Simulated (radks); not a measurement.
The numbers below are computed, except where a source is named.
All-electron atom: C+ in [He] 2s2 2p1. Level of theory: scalar-relativistic Kohn-Sham, PBE, spin-polarised, spherical densities, point nucleus; open shells are filled with parallel spins first (a radial shooting solver on a logarithmic mesh with Libxc functionals).

Radial electron density D(r) = 4 pi r^2 rho(r):

r (bohr)  D(r) (e/bohr)   spin D(r)
0.01733          0.3980  -0.0000658
0.02117          0.5667  -0.0000901
0.02607          0.8097   -0.000120
0.03209           1.141   -0.000151
0.03951           1.582   -0.000168
0.04865           2.149   -0.000136
0.0599            2.847   0.0000206
0.07375           3.658    0.000464
0.0908            4.528     0.00151
0.1109            5.325     0.00364
0.1365            5.969     0.00807
0.1681            6.257      0.0165
0.207             6.045      0.0319
0.2548            5.297      0.0583
0.3138            4.144       0.101
0.3863            2.890       0.165
0.4756            1.902       0.253
0.5809            1.443       0.360
0.7153            1.489       0.485
0.8806            1.826       0.593
1.084             2.085       0.639
1.335             1.995       0.595
1.644             1.541       0.465
2.024            0.9375       0.297
2.491            0.4389       0.150
3.043            0.1608      0.0618
3.747           0.04061      0.0184
4.613          0.006845     0.00375
5.68          0.0007180    0.000474

D(r) has 2 maxima, at r = 0.172, 1.15 bohr, and minima at 0.629 bohr, inside which lie 2.12 electrons.
